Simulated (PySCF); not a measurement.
**Polarisability and C₆ of C⁻ (carbon, charge -1)**

[He] 2s2 2p3, high-spin 4S determinant. All numbers are calculated (PySCF 2.14, no relativity, point nucleus, in dyall-acv3z (15s9p4d2f, 76 functions)). Coupled (time-dependent) response in atomic units; α is the mean over directions.

| method | mean α (bohr³) | C₆ (like pair) | S(−4) |
| --- | --- | --- | --- |
| UHF | 38.69 | 268.5 | 1173 |
| wB97X-V | 47.15 | 341.7 | 2157 |

S(−4) is the Cauchy moment in α(ω) = α(0) + S(−4) ω² + …

α(iu) at wB97X-V:

| u (hartree) | α(iu) (bohr³) |
| --- | --- |
| 0 | 47.15 |
| 0.0500 | 42.63 |
| 0.100 | 34.77 |
| 0.200 | 23.56 |
| 0.300 | 16.86 |
| 0.500 | 9.483 |
| 0.750 | 5.358 |
| 1.00 | 3.422 |
| 1.50 | 1.746 |
| 2.00 | 1.060 |
| 3.00 | 0.5143 |
| 5.00 | 0.2026 |

A single London oscillator, α(iu) = α/(1 + u²/ω²), gives C₆ = (3/4) ω α². Matching the computed C₆ needs ω = 4 × 341.7 / (3 × 47.15²) = 0.205 hartree.

For an ion, C₆ is the dispersion term alone; charge-induced terms of lower order in 1/R come first.
